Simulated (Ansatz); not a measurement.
Cost and result for the atomization energy of `[OH][GaH][SiH2][SeH]` (9 atoms, 8 bonds).

```
atom   x (Å)   y (Å)   z (Å)
  O1   1.485   1.266   1.661
 Ga2   1.088   0.028   0.428
 Si3  -1.251  -0.356   0.075
 Se4  -1.647   0.127  -2.137
  H5   2.423   1.451   1.741
  H6   2.291  -0.612  -0.358
  H7  -2.122   0.599   0.805
  H8  -1.690  -1.741   0.402
  H9  -0.578  -0.761  -2.617
```

The species carries charge 0 and has multiplicity 1. Correlated methods include outer-core shells of Ga, Se, which these sets cover unevenly. Scalar relativity is left out up to krypton. The structure was optimised at the PBE0-D4/def2-TZVP level. It is one conformer, not always the lowest. Program: Ansatz. All runs use 4 threads of an AMD EPYC 7B13 on a shared host. Times are those of one run each, without the atoms' runs, and a repeat can differ threefold. Electronic energies, without spin–orbit coupling; frozen cores. CCSD(T)/CBS adds CCSD(T) − MP2 in def2-TZVPP to the MP2 limit, and its time is that of the two runs behind it. T1 = 0.013. With those shells the extrapolation isn't a true limit. HSE06 is the plane-wave form, built on full-range PBE exchange.

CCSD(T)/CBS is a level of theory with its own doubt, some kJ/mol a heavy atom from the limit and from the frozen cores, so smaller differences don't rank the functionals.

| level | functions | atomization (kJ/mol) | difference from CCSD(T)/CBS | per bond |
| --- | --- | --- | --- | --- |
| MP2/def2-QZVPP | 455 | 2579.5 | -9.9 | -1.2 |
| CCSD(T)/def2-SVP | 121 | 2373.6 | -215.8 | -27.0 |
| B2PLYP/def2-TZVPP | 239 | 2518.3 | -71.1 | -8.9 |
| ωB97M-V/def2-TZVPP (with forces) | 239 | 2551.1 | -38.3 | -4.8 |
| CCSD(T)/CBS(def2) | – | 2589.4 | 0.0 | 0.0 |
| ωB97X-V/def2-TZVPP | 239 | 2584.5 | -4.9 | -0.6 |
| CCSD(T)/def2-TZVPP | 239 | 2515.7 | -73.7 | -9.2 |
| CAM-B3LYP-D4/def2-TZVPP | 239 | 2554.2 | -35.2 | -4.4 |
| revPBE-D4/def2-TZVPP | 239 | 2509.1 | -80.3 | -10.0 |
| PBE0-D4/def2-TZVPP | 239 | 2532.2 | -57.2 | -7.2 |
| LDA (SPW92)/def2-TZVPP | 239 | 2932.1 | 342.7 | 42.8 |
| r2SCAN-D4/def2-TZVPP (with forces) | 239 | 2578.5 | -10.9 | -1.4 |
| HSE06-D4/def2-TZVPP | 239 | 2533.1 | -56.3 | -7.0 |

Q: Order the runs by time, with rough figures. (Best estimate.)

A: The calculation gave: LDA (SPW92)/def2-TZVPP 1.2 s; revPBE-D4/def2-TZVPP 2 s; PBE0-D4/def2-TZVPP 3.3 s; HSE06-D4/def2-TZVPP 3.7 s; r2SCAN-D4/def2-TZVPP (with forces) 3.8 s; CAM-B3LYP-D4/def2-TZVPP 4.1 s; B2PLYP/def2-TZVPP 5.5 s; ωB97X-V/def2-TZVPP 7.5 s; CCSD(T)/def2-SVP 9 s; ωB97M-V/def2-TZVPP (with forces) 11 s; MP2/def2-QZVPP 21 s; CCSD(T)/def2-TZVPP 2.7 min; CCSD(T)/CBS(def2) 3 min.

Leaving LDA and LC-ωPBE aside and taking each functional with its dispersion term where it has one, the values, not all of them listed here, spread over 105.9 kJ/mol, from BHLYP-D4 to ωB97X-V. LDA lies +382.6 kJ/mol from PBE without D4, its usual overbinding. In def2-TZVPP, CCSD(T) changes the Hartree–Fock value by +722.1 kJ/mol (the triples alone add +41.0 kJ/mol) and MP2 by +742.5 kJ/mol; breaking electron pairs costs correlation energy, which Hartree–Fock lacks. From PBE to PBE0 (25 % exact exchange), in def2-TZVPP and without D4, the atomization energy moves by −36.3 kJ/mol: exact exchange takes away binding that semilocal exchange gives to molecules.

For some Ge, Se and Sn compounds the MP2-based and the directly extrapolated limit differ by 10 to 25 kJ/mol.
